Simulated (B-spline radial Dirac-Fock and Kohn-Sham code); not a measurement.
Auger parameter of terbium: the L3 level and its strongest L3-MM line

These are calculated numbers from an atomic code on a B-spline grid; the model is Dirac-Fock ΔSCF + Breit + QED. The modified Auger parameter α′ is the binding energy plus the kinetic energy of the Auger electron; it does not depend on the energy zero. For free ions it tends to fall with charge, since less charge screens the final holes.

```csv
species,configuration,binding 2p3/2 (eV),Auger line,kinetic (eV),α′ (eV)
Tb,[Xe] 4f9 6s2,7516.7,M4M5 J=4,4935.2,12451.9
Tb,[Xe] 4f8 5d1 6s2,7525.1,M4M5 J=4,4923.2,12448.3
Tb,[Xe] 4f9 6s1 6p1,7518.0,M4M5 J=4,4934.0,12452.0
Tb⁺,[Xe] 4f9 6s1,7523.6,M4M5 J=4,4926.9,12450.6
Tb⁺,[Xe] 4f8 6s2,7535.2,M4M5 J=4,4911.2,12446.4
Tb⁺ (Watson 1.8 Å),[Xe] 4f9 6s1,7516.5,M4M5 J=4,4934.5,12451.0
Tb²⁺,[Xe] 4f9,7531.7,M4M5 J=4,4917.8,12449.5
Tb²⁺ (Watson 1.6 Å),[Xe] 4f9,7513.9,M4M5 J=4,4935.7,12449.6
Tb²⁺ (Watson 2.7 Å),[Xe] 4f9,7521.0,M4M5 J=4,4928.4,12449.5
Tb³⁺,[Xe] 4f8,7552.7,M4M5 J=4,4891.7,12444.4
Tb³⁺,[Xe] 4f6 5d2,7572.7,M4M5 J=4,4864.0,12436.7
Tb³⁺,[Xe] 4f7 6p1,7567.4,M4M5 J=4,4873.0,12440.3
Tb³⁺,[Xe] 4f7 6s1,7566.2,M4M5 J=4,4874.1,12440.3
Tb³⁺ (Watson 2.4 Å),[Xe] 4f8,7534.7,M4M5 J=4,4909.7,12444.4
Tb⁴⁺,[Xe] 4f7,7576.4,M4M5 J=4,4863.1,12439.5
Tb⁴⁺ (Watson 1.6 Å),[Xe] 4f7,7540.5,M4M5 J=4,4899.1,12439.5
Tb⁴⁺ (Watson 3 Å),[Xe] 4f7,7557.2,M4M5 J=4,4882.3,12439.5
Tb⁵⁺,[Kr] 4d10 4f7 5s2 5p5,7594.5,M4M5 J=4,4844.5,12439.0
Tb⁶⁺,[Kr] 4d10 4f8 5s2 5p3,7605.9,M4M5 J=4,4836.8,12442.7
Tb⁷⁺,[Kr] 4d10 4f7 5s2 5p3,7633.2,M4M5 J=4,4805.1,12438.3
Tb⁸⁺,[Kr] 4d10 4f7 5s2 5p2,7653.7,M4M5 J=4,4784.4,12438.1
```
